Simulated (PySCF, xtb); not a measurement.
Sn(F)(Me)(OH)2 (CH₅FO₂Sn), SMILES [CH3][Sn]([OH])([OH])[F].

GFN2-xTB (xtb) at its own geometry gives an orbital gap of 4.56 eV and a dipole moment of 3.11 D.

Geometry: PBE0-D3(BJ)/def2-SVP. The structure was generated by enumeration; whether it is a known compound was not checked. The def2 effective core potentials stand for the cores of Sn; spin–orbit coupling is left out. Other conformers were not sampled.

### Question
What does CAM-B3LYP/def2-TZVP (PySCF) give? (An estimate is asked for; the answer gives what the named calculation found.)

### Answer
gap 10.01 eV (levels -10.28 and -0.27 eV), dipole 1.57 D.
